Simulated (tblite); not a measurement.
Compound: C₃H₄N₂OS.
Geometry (GFN2-xTB, Å), atoms numbered from 1 in this order:
```xyz
11
C3H4N2OS angstrom
C     -2.0824   -0.0383    0.0283
O     -1.0111    0.6979    0.6028
C      0.1939    0.3071    0.2440
N      0.4835   -0.6550   -0.5611
N      1.7910   -0.8186   -0.7341
C      2.5092    0.0028   -0.0744
S      1.6023    1.1417    0.8944
H     -2.9930    0.4069    0.4212
H     -2.0537    0.0373   -1.0601
H     -2.0137   -1.0904    0.3106
H      3.5793    0.0111   -0.0976
```

Method: GFN2-xTB as coded in tblite; computed harmonic values from a numerical Hessian at the method's own geometry, unscaled. Against measured fundamentals such values can be off by several per cent, at times by over 20. One conformer, not necessarily the lowest.

Harmonic wavenumbers (cm⁻¹): 108.0, 126.1, 200.0, 275.5, 382.1, 538.2, 565.3, 619.9, 695.8, 761.1, 782.4, 871.8, 1013.1, 1085.3, 1119.3, 1145.7, 1190.4, 1216.9, 1386.8, 1436.1, 1459.5, 1503.0, 1574.0, 2980.3, 2991.9, 3044.2, 3176.7.

A = 5007, B = 1918, C = 1399 MHz; mass 116.004 u (most abundant isotopes); point group Cs, symmetry number 1.

Problem. What is the zero-point energy?

Solution. ½Σν̃ = 16125 cm⁻¹ = 192.89 kJ/mol.

Problem. Give the ideal-gas entropy at 200 K and 1 bar in the rigid-rotor, harmonic-oscillator model (classical rotation).

Solution. Translation 159.84, rotation 110.38, vibration 35.14: S = 305.4 J/(mol K).

Problem. And Cp and H(200 K) − H(0)?

Solution. Cp = 78.91 J/(mol K), of which vibrations give 45.65 (their classical limit is 27 R = 224.5); H(200 K) − H(0) = 10.87 kJ/mol without the zero-point energy, 4.22 from vibrations.

Problem. Which modes carry the vibrational entropy at 200 K?

Solution. 108.0 cm⁻¹: 10.62; 126.1 cm⁻¹: 9.40; 200.0 cm⁻¹: 5.97; 275.5 cm⁻¹: 3.87; 382.1 cm⁻¹: 2.11; 538.2 cm⁻¹: 0.86 J/(mol K); the other 21 give 2.30 together.

Problem. What must be added to the electronic energy to get the Gibbs energy at 200 K and 1 bar?

Solution. ZPE + [H(200 K) − H(0)] − T·S = 192.89 + 10.87 − 61.07 = 142.69 kJ/mol.

Hindered rotation and anharmonicity are outside this model. Other conformers, if any are populated, would add a mixing term that is left out.
